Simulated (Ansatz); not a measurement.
BeBrF (SMILES [F][Be][Br]) moved off its minimum; all values from Ansatz (a program for electronic structure), cores frozen in correlated methods.
(charge 0, multiplicity 1)
```xyz
3

Be     0.04037     0.06834    -1.23842
F     -0.00645     0.05697    -2.54798
Br    -0.02049     0.02367     0.70517
```

| level | largest force (eV/Å) | on atom | rms difference from CCSD(T)/aug-cc-pVTZ (eV/Å) | dipole (D) |
|---|---|---|---|---|
| HF/def2-TZVPP | 2.16 | F2 | 0.325 | 0.24 |
| PBE/def2-TZVPP | 3.04 | F2 | 0.117 | 0.20 |
| r2SCAN/def2-TZVPP | 2.74 | F2 | 0.057 | 0.20 |
| B3LYP/def2-TZVPP | 2.71 | F2 | 0.044 | 0.21 |
| wB97M-V/def2-TZVPP | 2.77 | F2 | 0.049 | 0.21 |
| MP2/aug-cc-pVTZ | 2.92 | F2 | 0.059 | 0.21 |
| CCSD(T)/aug-cc-pVTZ | 2.81 | F2 | 0.000 | 0.22 |

The differences count from one level among others, with limits of its own. Forces at CCSD(T)/aug-cc-pVTZ (eV/Å):

```
atom      Fx      Fy      Fz
----  ------  ------  ------
Be1   -0.006  -0.022   2.358
F2    -0.028   0.010  -2.809
Br3    0.034   0.013   0.451
```
